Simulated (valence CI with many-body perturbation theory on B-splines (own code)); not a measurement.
**Gd57+: electric-dipole lines**

Method: valence CI with perturbative core correlation (CI+MBPT): five valence electrons over a frozen Dirac-Fock core [He], radial functions for each j: 11 s, 11 p, 10 d, 8 f, 5 g, 2 h, with the one-electron correlation potential Σ1, the two-electron term Σ2, the three-electron term Σ3, Breit, model QED; selected CI, second order for the rest, scaled by the run's own slope (own B-spline code, finite nucleus).

The last digits are not significant, and no measured levels were compared; by estimate large intervals hold to a few tenths of a per cent, small ones and those within an open d or f shell to about a per cent. Among the levels kept, up to 7300 cm⁻¹ of a level comes from second order outside the variational space, and about a tenth of that is noise between levels of different J, which matters for small intervals.

Lines 151 to 200 of 586 in falling wavelength, among levels below 8984.6 eV, chosen from the strongest by gf and those to the six lowest levels. Wavelengths and rates use the calculated energies. Electric multipoles are in the length gauge, E1 and E2 with the static RPA response of the core. Weak lines are less certain than strong ones. Lines between different terms over intervals too small for the method are left out, as are lines whose strength nearly cancels. The highest levels of a list are the least certain.

Levels are named by their leading jj configuration (3d3/2^4 stands for four electrons in 3d with j = 3/2), which in mixed levels can hold well under half, so a name can repeat and another be missing. Letters in brackets count levels of one name in rising energy.

```tsv
λ vac (nm)	Upper	Lower	A (s⁻¹)	log gf	Branch %
3.935	(2s^2 2p1/2 2p3/2 3d3/2) J=5/2 [b]	(2s^2 2p1/2 2p3/2 3p1/2) J=5/2	1.15e+11	-0.80	0.0
3.934	(2s^2 2p1/2 2p3/2 3p3/2) J=5/2 [b]	(2s^2 2p1/2 2p3/2 3s) J=3/2 [b]	2.32e+11	-0.49	13.6
3.908	(2s 2p1/2^2 2p3/2 3p3/2) J=1/2 [b]	(2s 2p1/2^2 2p3/2 3s) J=1/2	2.06e+11	-1.03	1.8
3.908	(2p1/2^2 2p3/2^2 3p3/2) J=3/2 [a]	(2p1/2^2 2p3/2^2 3s) J=3/2	2.73e+11	-0.60	0.1
3.902	(2p1/2^2 2p3/2^2 3p3/2) J=7/2	(2s 2p1/2 2p3/2^2 3p3/2) J=5/2 [b]	9.38e+10	-0.77	0.0
3.891	(2s^2 2p1/2 2p3/2 3p3/2) J=3/2 [b]	(2s^2 2p1/2 2p3/2 3s) J=3/2 [b]	1.32e+11	-0.92	0.4
3.888	(2p1/2^2 2p3/2^2 3p1/2) J=3/2	(2s 2p1/2 2p3/2^2 3p1/2) J=5/2 [b]	2.04e+11	-0.73	0.1
3.882	(2p1/2^2 2p3/2^2 3s) J=1/2	(2s 2p1/2 2p3/2^2 3s) J=1/2 [c]	2.65e+11	-0.92	0.2
3.877	(2s 2p1/2 2p3/2^2 3s) J=5/2 [c]	(2s^2 2p3/2^2 3s) J=5/2	8.40e+10	-0.94	0.2
3.866	(2s^2 2p1/2 2p3/2 3p3/2) J=5/2 [b]	(2s^2 2p1/2 2p3/2 3s) J=5/2	2.49e+11	-0.48	14.6
3.835	(2s 2p1/2 2p3/2^2 3d3/2) J=5/2 [e]	(2s 2p1/2 2p3/2^2 3p1/2) J=5/2 [c]	7.31e+10	-1.01	0.0
3.834	(2s^2 2p1/2 2p3/2 3d3/2) J=3/2 [b]	(2s^2 2p1/2 2p3/2 3p1/2) J=5/2	1.07e+11	-1.03	0.0
3.824	(2s^2 2p1/2 2p3/2 3p3/2) J=3/2 [b]	(2s^2 2p1/2 2p3/2 3s) J=5/2	9.80e+10	-1.07	0.3
3.808	(2s 2p1/2 2p3/2^2 3p3/2) J=1/2 [d]	(2s 2p1/2 2p3/2^2 3s) J=3/2 [d]	2.96e+11	-0.89	0.4
3.802	(2s 2p1/2 2p3/2^2 3p3/2) J=5/2 [c]	(2s 2p1/2 2p3/2^2 3s) J=5/2 [b]	1.25e+11	-0.79	0.1
3.775	(2s 2p1/2^2 2p3/2 3p3/2) J=5/2 [a]	(2s 2p1/2^2 2p3/2 3s) J=5/2	2.50e+11	-0.49	0.1
3.737	(2s 2p1/2 2p3/2^2 3p3/2) J=3/2 [f]	(2s 2p1/2 2p3/2^2 3s) J=3/2 [d]	1.12e+11	-1.03	0.1
3.698	(2s^2 2p3/2^2 3p3/2) J=3/2 [a]	(2s^2 2p3/2^2 3s) J=3/2	3.95e+11	-0.49	1.8
3.695	(2p1/2^2 2p3/2^2 3p3/2) J=3/2 [a]	(2s 2p1/2 2p3/2^2 3p3/2) J=5/2 [c]	1.22e+11	-1.00	0.1
3.682	(2s 2p1/2 2p3/2^2 3p3/2) J=3/2 [f]	(2s 2p1/2 2p3/2^2 3s) J=3/2 [c]	1.53e+11	-0.91	0.1
3.676	(2s^2 2p1/2 2p3/2 3p3/2) J=1/2 [b]	(2s^2 2p1/2 2p3/2 3s) J=3/2 [b]	5.35e+11	-0.66	3.2
3.644	(2p1/2^2 2p3/2^2 3p3/2) J=5/2	(2s 2p1/2 2p3/2^2 3p3/2) J=7/2 [b]	8.51e+10	-0.99	0.0
3.633	(2p1/2^2 2p3/2^2 3d3/2) J=7/2	(2s 2p1/2 2p3/2^2 3d3/2) J=9/2	7.63e+10	-0.92	0.6
3.627	(2p1/2^2 2p3/2^2 3p3/2) J=7/2	(2s 2p1/2 2p3/2^2 3p3/2) J=9/2	8.77e+10	-0.86	0.0
3.606	(2s 2p1/2^2 2p3/2^2) J=3/2	(2s^2 2p1/2 2p3/2^2) J=5/2	5.69e+10	-1.35	1.0
3.604	(2s^2 2p3/2^2 3p3/2) J=3/2 [a]	(2s^2 2p3/2^2 3s) J=5/2	1.06e+11	-1.08	0.5
3.600	(2p1/2^2 2p3/2^2 3s) J=3/2	(2s 2p1/2 2p3/2^2 3s) J=5/2 [b]	2.18e+11	-0.77	0.2
3.566	(2p1/2^2 2p3/2^2 3p1/2) J=5/2	(2s 2p1/2 2p3/2^2 3p1/2) J=7/2	9.20e+10	-0.98	0.0
3.551	(2s 2p1/2 2p3/2^2 3p3/2) J=5/2 [c]	(2s 2p1/2 2p3/2^2 3s) J=7/2	1.63e+11	-0.73	0.2
3.388	(2s 2p1/2^2 2p3/2^2) J=3/2	(2s^2 2p1/2 2p3/2^2) J=3/2	1.97e+10	-1.87	0.4
3.384	(2p1/2^2 2p3/2^3) J=3/2	(2s 2p1/2 2p3/2^3) J=5/2	1.28e+11	-1.06	1.6
1.323	(2s 2p1/2 2p3/2^2 3p3/2) J=7/2 [a]	(2s^2 2p1/2 2p3/2 3p3/2) J=5/2 [a]	6.06e+11	-0.90	3.2
1.320	(2s 2p1/2 2p3/2^2 3d5/2) J=9/2 [a]	(2s^2 2p1/2 2p3/2 3d5/2) J=7/2 [a]	5.35e+11	-0.85	34.8
1.317	(2s 2p1/2 2p3/2^2 3d5/2) J=9/2 [b]	(2s^2 2p1/2 2p3/2 3d5/2) J=7/2 [b]	3.49e+11	-1.04	15.7
1.317	(2s 2p1/2 2p3/2^2 3s) J=5/2 [a]	(2s^2 2p1/2 2p3/2 3s) J=3/2 [a]	7.58e+11	-0.93	2.1
1.315	(2s 2p1/2 2p3/2^2 3p3/2) J=7/2 [b]	(2s^2 2p1/2 2p3/2 3p3/2) J=5/2 [b]	5.82e+11	-0.92	0.6
1.305	(2s 2p1/2 2p3/2^2 3p1/2) J=5/2 [a]	(2s^2 2p1/2 2p3/2 3p1/2) J=3/2 [a]	7.02e+11	-0.97	0.4
1.302	(2s 2p1/2 2p3/2^2 3d3/2) J=7/2 [a]	(2s^2 2p1/2 2p3/2 3d3/2) J=5/2 [a]	5.25e+11	-0.97	0.2
1.291	(2s 2p1/2 2p3/2^2 3d5/2) J=11/2	(2s^2 2p1/2 2p3/2 3d5/2) J=9/2	6.04e+11	-0.74	93.5
1.291	(2s 2p1/2 2p3/2^2 3s) J=7/2	(2s^2 2p1/2 2p3/2 3s) J=5/2	7.13e+11	-0.85	1.8
1.288	(2s 2p1/2 2p3/2^2 3d3/2) J=7/2 [b]	(2s^2 2p1/2 2p3/2 3d3/2) J=5/2 [b]	4.97e+11	-1.01	0.1
1.285	(2s 2p1/2 2p3/2^2 3p1/2) J=5/2 [b]	(2s^2 2p1/2 2p3/2 3p1/2) J=3/2 [b]	6.50e+11	-1.02	0.4
1.284	(2s 2p1/2 2p3/2^2 3p3/2) J=9/2	(2s^2 2p1/2 2p3/2 3p3/2) J=7/2	6.25e+11	-0.81	34.9
1.282	(2s 2p1/2 2p3/2^2 3d3/2) J=9/2	(2s^2 2p1/2 2p3/2 3d3/2) J=7/2	5.41e+11	-0.88	25.8
1.281	(2s 2p1/2 2p3/2^2 3p1/2) J=7/2	(2s^2 2p1/2 2p3/2 3p1/2) J=5/2	6.84e+11	-0.87	0.2
1.259	(2s 2p1/2^2 2p3/2^2) J=5/2	(2s^2 2p1/2^2 2p3/2) J=3/2	7.50e+11	-0.97	95.3
1.259	(2p1/2^2 2p3/2^2 3p3/2) J=5/2	(2s 2p1/2^2 2p3/2 3p3/2) J=3/2 [b]	1.27e+12	-0.74	0.6
1.259	(2s 2p1/2 2p3/2^2 3p3/2) J=5/2 [b]	(2s 2p1/2^2 2p3/2 3s) J=3/2 [b]	6.45e+11	-1.04	0.3
1.241	(2p1/2^2 2p3/2^2 3p3/2) J=7/2	(2s 2p1/2^2 2p3/2 3p3/2) J=5/2 [b]	2.17e+12	-0.40	1.1
1.236	(2p1/2^2 2p3/2^2 3d3/2) J=5/2	(2s 2p1/2^2 2p3/2 3d3/2) J=5/2 [b]	6.70e+11	-1.04	1.8
```
